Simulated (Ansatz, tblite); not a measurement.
AlP nanocrystals, H-capped: gap (eV) at several levels, gas phase, relaxed structures; Ansatz, xTB through tblite. A dash marks a value that wasn't run or was left out as unsound. The structures are stationary points that may keep the symmetry of their start.

```tsv
species	state	geometry	PBE-D4/def2-SVP	PBE-D4/def2-TZVP	r2SCAN-D4/def2-TZVP	PBE0-D4/def2-SVP	PBE0-D4/def2-TZVP
Al4P4H14, cut from wurtzite	singlet	r2SCAN-D4/def2-SVP	4.43	4.18	4.60	6.33	6.08
Al6P6H18, cut from wurtzite	singlet	PBE-D4/def2-SVP	3.97	3.75	4.14	5.83	5.59
Al7P7H20, cut from zinc blende	singlet	PBE-D4/def2-SVP	3.59	3.41	3.79	5.44	5.24
Al7P8H22⁺, cut from wurtzite, disc	singlet	PBE-D4/def2-SVP	4.19	3.90	4.25	5.97	5.66
Al7P8H24⁺, cut from zinc blende, disc	singlet	r2SCAN-D4/def2-SVP	4.28	4.15	4.58	6.25	6.10
Al8P8H22, cut from wurtzite	singlet	r2SCAN-D4/def2-SVP	4.28	4.02	4.40	6.04	5.76
Al9P9H24, cut from wurtzite	singlet	PBE-D4/def2-SVP	4.12	3.85	4.23	5.88	5.60
Al9P10H26⁺, cut from wurtzite	singlet	PBE-D4/def2-SVP	3.94	3.73	4.10	5.70	5.48
Al10P10H30, cut from zinc blende	singlet	r2SCAN-D4/def2-SVP	4.03	3.82	–	5.86	5.64
```

(1) Estimate the column for GFN2-xTB.

(1) Al4P4H14, cut from wurtzite 2.99; Al6P6H18, cut from wurtzite 2.73; Al7P7H20, cut from zinc blende 2.44; Al7P8H22⁺, cut from wurtzite, disc 2.86; Al7P8H24⁺, cut from zinc blende, disc 3.23; Al8P8H22, cut from wurtzite 3.11; Al9P9H24, cut from wurtzite 2.95; Al9P10H26⁺, cut from wurtzite 2.96; Al10P10H30, cut from zinc blende 3.00.
